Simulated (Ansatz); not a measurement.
Wavefunction ladder for ClH₃NO₂Si (`[NH][Si](O)(O)Cl`) radical

Cartesian coordinates in Å:
```
N -1.166 0.497 -1.054
Si 0.007 -0.137 0.049
O 1.439 0.111 -0.680
O -0.175 0.634 1.470
Cl -0.181 -2.123 0.515
H -1.921 -0.134 -1.322
H 2.178 -0.441 -0.420
H -0.180 1.593 1.442
```

Total charge 0; spin multiplicity 2. Geometry: relaxed with PBE0-D4/def2-TZVP. It is one conformer, not always the lowest. Frozen core, unrestricted reference, Ansatz 0.2.0. CBS rows extrapolate triple and quadruple zeta; past MP2 they add the triple-zeta difference.

```json
{"basis": "def2-SVP", "HF (Eh)": "-954.08690", "MP2 corr.": "-0.72109"}
{"basis": "def2-TZVPP", "HF (Eh)": "-954.62888", "MP2 corr.": "-0.94673"}
{"basis": "def2-QZVPP", "HF (Eh)": "-954.66116", "MP2 corr.": "-1.02977"}
```

Problem. Estimate the CCSD correlation energy and the (T) correction in each basis where they were run (hartree).

Solution. 
```json
{"basis": "def2-SVP", "CCSD corr.": "-0.75946", "(T)": "-0.01607"}
{"basis": "def2-TZVPP", "CCSD corr.": "-0.98210", "(T)": "-0.03672"}
{"basis": "CBS(def2)", "CCSD corr.": "-1.12665", "(T)": "as TZ"}
```
